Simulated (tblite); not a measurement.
C₅H₇FNS (doublet state).
Cartesian coordinates in Å at the GFN2-xTB level; atoms count from 1:
```
atom  x, y, z in Å
C1     2.9636   -0.2273   -0.3269
N2     2.0442   -0.8266   -0.9870
C3     0.7536   -0.6659   -1.0175
C4    -0.0342   -0.0780    0.0591
C5    -1.5224   -0.4273    0.1227
C6    -2.0874    0.9779   -0.0526
F7    -2.8959    1.0996   -1.1436
S8    -0.4544    1.7706   -0.2615
H9     3.9298   -0.6995   -0.2652
H10    2.8464    0.7651    0.0976
H11    0.2468   -1.0018   -1.9103
H12    0.4852   -0.1132    1.0163
H13   -1.8199   -0.9023    1.0565
H14   -1.8252   -1.0634   -0.7095
H15   -2.6347    1.4001    0.7942
```

Structure optimised with GFN2-xTB, isolated species. This method treats the open shell by occupation alone, without spin polarisation.

Masses are those of the commonest isotopes; rigid-rotor values at the optimised geometry. The values belong to one conformer with, in the numbering `[CH2:1]=[N:2][CH:3][C@@H:4]1[CH2:5][C@H:6]([F:7])[S:8]1`, C1–N2–C3–C4 -24°, N2–C3–C4–C5 -157°.

Task: Give the principal moments of inertia and the rotational constants in MHz.

Result: Ia = 124.16, Ib = 521.31, Ic = 576.23 u·Å²; 505379 MHz·u·Å²/I gives A = 4070, B = 969.4, C = 877.0 MHz.

Task: What kind of rotor is it?

Result: A near-prolate asymmetric top. Ray's parameter κ = (2B − A − C)/(A − C) = -0.942; −1 is the prolate and +1 the oblate limit.

Task: Is it planar, by Δ = Ic − Ia − Ib?

Result: Not planar: Δ = Ic − Ia − Ib = -69.24 u·Å². For a rigid frame Δ = −2 Σ m c², so Σ m c² = 34.62 u·Å² lies off the ab plane: 8.43 from hydrogen and 26.19 from heavier atoms. The atom farthest from that plane is 1.72 Å away.

Task: List the rotational levels J(Ka,Kc) to J = 4 (cm⁻¹).

Result: Above 0(0,0):
J = 1: 1(0,1) 0.0616, 1(1,1) 0.1650, 1(1,0) 0.1681
J = 2: 2(0,2) 0.1847, 2(1,2) 0.2851, 2(1,1) 0.2944, 2(2,1) 0.6047, 2(2,0) 0.6047
J = 3: 3(0,3) 0.3692, 3(1,3) 0.4652, 3(1,2) 0.4837, 3(2,2) 0.7895, 3(2,1) 0.7898, 3(3,1) 1.3144, 3(3,0) 1.3144
J = 4: 4(0,4) 0.6149, 4(1,4) 0.7053, 4(1,3) 0.7361, 4(2,3) 1.0358, 4(2,2) 1.0368, 4(3,2) 1.5609, 4(3,1) 1.5609, 4(4,1) 2.2956, 4(4,0) 2.2956

Task: Estimate the classical rotational partition function at 10 K, 100 K and 298.15 K.

Result: Point group C1, symmetry number σ = 1; q = (√π/σ)·√((kT/h)³/(ABC)), k/h = 20836.6 MHz/K: 2870 at 10 K, 90600 at 100 K, 467000 at 298.15 K.

For this open shell read J as N, the rotation without spin; fine and hyperfine splittings come on top. Its lowest GFN2-xTB frequency is 5 cm⁻¹, too small to tell a flat minimum from a shallow saddle. These are rigid-rotor constants of the computed structure; measured ground-state constants (B0) also hold zero-point vibration.
